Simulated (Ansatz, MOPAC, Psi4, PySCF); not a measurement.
Species: N2H (charge 0, doublet). SMILES: [N][NH]
Structure (B3LYP-D3(BJ)/def2-TZVP (Ansatz, a first-principles code) minimum search):
```xyz
3

N     -0.0579    -0.0320    -0.5110
N     -0.0606    -0.0052     0.6555
H      0.8295     0.2602    -1.0114
```
Charge 0, spin multiplicity 2.

Quantity: vertical ionisation energy to the singlet, in eV. Terms: dispersion terms only where a functional's name holds one; each state is the SCF solution reached for its charge and spin; 6-311+G** with 5d; UHF or UKS for open shells; spin-orbit terms left out; six Cartesian d functions in 6-31G* and its kin unless marked 5d; non-relativistic; frozen cores in correlated levels. Ab initio and DFT rows: single points at B3LYP-D3(BJ) geometries (Ansatz). Semi-empirical rows: differences of heats of formation at the shared geometry for vertical values. A UHF reference is markedly spin-contaminated in at least one set, which strains HF and MP2.

| level | program | vertical ionisation energy to the singlet (eV) |
|---|---|---|
| AM1 | MOPAC | 9.78 |
| PM3 | MOPAC | 9.51 |
| PM6 | MOPAC | 9.87 |
| MNDO | MOPAC | 10.09 |
| HF/6-311+G** | Ansatz | 9.47 |
| PBE/6-311+G** | Ansatz | 9.40 |
| B3LYP/STO-3G | Ansatz | 8.43 |
| B3LYP/3-21G | Ansatz | 9.34 |
| B3LYP/6-31G* | Ansatz | 9.51 |
| M06-2X/6-31G* (5d) | PySCF | 9.37 |
| wB97X-D/6-31G* | Psi4 | 9.47 |
| MP2/6-31G* | Ansatz | 8.26 |
| MP2/6-311+G** | Ansatz | 8.43 |
| B3LYP/def2-TZVPD | Ansatz | 9.62 |

No value to compare with is used here. The 13 habitual levels span 8.26 (MP2/6-31G*) to 10.09 eV (MNDO); B3LYP/def2-TZVPD gives 9.62.

The levels are drawn from those run, B3LYP/6-31G* more often than the rest, none by its result; left out are runs that failed, that the program found above a lower state of the same kind, or whose <S^2> lies over 0.5 above the pure value.
